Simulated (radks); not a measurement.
F+, configuration [He] 2s2 2p4. Calculated with a radial shooting solver on a logarithmic mesh with Libxc functionals: non-relativistic Kohn-Sham, r2SCAN, spin-polarised, spherical densities, point nucleus; open shells are filled with parallel spins first; meta-GGA in the generalised Kohn-Sham scheme.

Unscreened Slater integrals over Kohn-Sham orbitals (eV). They are taken over the spin-up orbitals.

integral    value
F0(2p,2p)  26.195
F2(2p,2p)  11.874
F0(2p,2s)  26.003
G1(2p,2s)  15.785
F0(2p,1s)  37.448
G1(2p,1s)  4.2723
F0(2s,2s)  26.019
F0(2s,1s)  36.926
G0(2s,1s)  2.8082
F0(1s,1s)  145.19

Derived for the open shells (J is the average intra-shell exchange parameter used in DFT+U). 2p: J = F2/5 = 2.375 eV; in LS coupling 1D lies 6 F2/25 = 2.850 eV above 3P.
